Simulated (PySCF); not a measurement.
# Energy of Au⁻ (gold, charge -1) between two integer charges

The 6s beta orbital of [Xe] 4f14 5d10 6s2 is emptied in steps (occupation f), with all orbitals relaxed, ending at [Xe] 4f14 5d10 6s1. Computed with PySCF 2.14 in aug-cc-pVDZ-PP with ECP60MDF, with a scalar-relativistic core potential. The exact energy is a straight line in f; departures are measured from the line between the end points of the same method.

```json
{"f": "1", "LDA (eV)": "0.000", "PBE (eV)": "0.000", "PBE0 (eV)": "0.000", "r2SCAN (eV)": "0.000", "LC-wPBE (eV)": "0.000", "BHandHLYP (eV)": "0.000", "HSE06 (eV)": "0.000", "MN15 (eV)": "0.000"}
{"f": "0.75", "LDA (eV)": "-0.559", "PBE (eV)": "-0.540", "PBE0 (eV)": "-0.372", "r2SCAN (eV)": "-0.496", "LC-wPBE (eV)": "0.044", "BHandHLYP (eV)": "-0.229", "HSE06 (eV)": "-0.445", "MN15 (eV)": "-0.264"}
{"f": "0.5", "LDA (eV)": "-0.762", "PBE (eV)": "-0.737", "PBE0 (eV)": "-0.507", "r2SCAN (eV)": "-0.675", "LC-wPBE (eV)": "0.052", "BHandHLYP (eV)": "-0.315", "HSE06 (eV)": "-0.604", "MN15 (eV)": "-0.356"}
{"f": "0.25", "LDA (eV)": "-0.582", "PBE (eV)": "-0.564", "PBE0 (eV)": "-0.387", "r2SCAN (eV)": "-0.514", "LC-wPBE (eV)": "0.035", "BHandHLYP (eV)": "-0.244", "HSE06 (eV)": "-0.460", "MN15 (eV)": "-0.265"}
{"f": "0", "LDA (eV)": "0.000", "PBE (eV)": "0.000", "PBE0 (eV)": "0.000", "r2SCAN (eV)": "0.000", "LC-wPBE (eV)": "0.000", "BHandHLYP (eV)": "0.000", "HSE06 (eV)": "0.000", "MN15 (eV)": "0.000"}
```

| method | E(f=0) − E(f=1) (eV) | −ε at f=1 (eV) | −ε at f=0.5 (eV) |
| --- | --- | --- | --- |
| LDA | 2.620 | -0.288 | 2.560 |
| PBE | 2.295 | -0.512 | 2.232 |
| PBE0 | 1.999 | 0.064 | 1.958 |
| r2SCAN | 2.203 | -0.374 | 2.158 |
| LC-wPBE | 1.634 | 1.903 | 1.610 |
| BHandHLYP | 1.767 | 0.592 | 1.728 |
| HSE06 | 2.043 | -0.282 | 2.003 |
| MN15 | 2.345 | 0.974 | 2.342 |

Orbital energy along the path (eV):

| f | LDA | PBE | PBE0 | r2SCAN | LC-wPBE | BHandHLYP | HSE06 | MN15 |
| --- | --- | --- | --- | --- | --- | --- | --- | --- |
| 1 | 0.288 | 0.512 | -0.064 | 0.374 | -1.903 | -0.592 | 0.282 | -0.974 |
| 0.75 | -1.076 | -0.801 | -0.972 | -0.832 | -1.727 | -1.125 | -0.821 | -1.622 |
| 0.5 | -2.560 | -2.232 | -1.958 | -2.158 | -1.610 | -1.728 | -2.003 | -2.342 |
| 0.25 | -4.133 | -3.757 | -3.006 | -3.546 | -1.526 | -2.389 | -3.244 | -3.069 |
| 0 | -5.767 | -5.351 | -4.094 | -4.981 | -1.467 | -3.103 | -4.521 | -3.716 |

At f = 1 the orbital energy is positive for LDA, PBE, r2SCAN, HSE06: only the finite basis holds the electron.

Reference removal energy between the ground levels: 2.309 eV (measured; photodetachment measurements, as compiled on the Wikipedia data page of electron affinities).
